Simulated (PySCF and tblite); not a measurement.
The numbers below are computed, except where a source is named.
C₈H₁₃ClO, numbered as in [CH3:1][O:2][C@H:3]1[CH2:4][C@H:5]2[CH2:6][CH2:7][C@@H:8]1[C@@H:9]2[Cl:10].

Free energies: PBE0-D3(BJ)/6-31G* on GFN2-xTB structures plus GFN2-xTB thermal terms, symmetry and mirror images included. Conformers within 2.5 kcal/mol (GFN2-xTB free energy) were kept, 6 at most. GIAO shieldings: PBE0/6-31G*. Shifts are against TMS (¹H), TMS (¹³C) at the same level; of two unlike H on one atom, a is the less shielded. Codes: tblite and PySCF.

Task: Predict the averaged NMR shifts at 298.15 K.

Result: ¹H: 3.69 (H9, 1H), 3.68 (H3, 1H), 3.33 (H1, 3H), 2.40 (H8, 1H), 2.26 (H6a, 1H), 2.11 (H5, 1H), 2.03 (H7a, 1H), 1.90 (H7b, 1H), 1.87 (H4a, 1H), 1.39 (H6b, 1H), 1.30 (H4b, 1H) ppm. ¹³C: 76.2 (C3), 63.3 (C9), 55.7 (C1), 46.7 (C8), 43.4 (C5), 36.1 (C4), 27.8 (C6), 18.6 (C7) ppm.

Task: How do the conformers differ?

Result: Torsions listed: C1–O2–C3–C4. The 5-ring runs over atoms 3–4–5–9–8. The 5-ring runs over atoms 5–6–7–8–9.
```tsv
conformer	shape	weight %
1	5-ring envelope (ring torsions 35, -57, 58, -37, 2°); 5-ring envelope (ring torsions 2, 32, -53, 54, -36°); 171°	77.9
2	5-ring envelope (ring torsions 35, -57, 58, -37, 2°); 5-ring envelope (ring torsions 2, 33, -53, 54, -36°); 77°	22.1
```

| signal | 1 | 2 | average |
| --- | --- | --- | --- |
| H1 | 3.33 | 3.37 | 3.33 |
| H3 | 3.68 | 3.65 | 3.68 |
| H4a | 1.92 | 1.72 | 1.87 |
| H4b | 1.30 | 1.27 | 1.30 |
| H5 | 2.09 | 2.18 | 2.11 |
| H6a | 2.26 | 2.24 | 2.26 |
| H6b | 1.40 | 1.36 | 1.39 |
| H7a | 1.98 | 2.20 | 2.03 |
| H7b | 1.89 | 1.92 | 1.90 |
| H8 | 2.42 | 2.32 | 2.40 |
| H9 | 3.69 | 3.67 | 3.69 |
| C1 | 55.8 | 55.6 | 55.7 |
| C3 | 76.2 | 75.9 | 76.2 |
| C4 | 36.5 | 34.8 | 36.1 |
| C5 | 43.2 | 43.8 | 43.4 |
| C6 | 27.8 | 27.8 | 27.8 |
| C7 | 18.5 | 19.0 | 18.6 |
| C8 | 46.1 | 48.9 | 46.7 |
| C9 | 63.5 | 62.7 | 63.3 |

Shifts are unscaled: against experiment ¹³C can be off by 15 ppm or more and ¹H by 0.8 ppm.
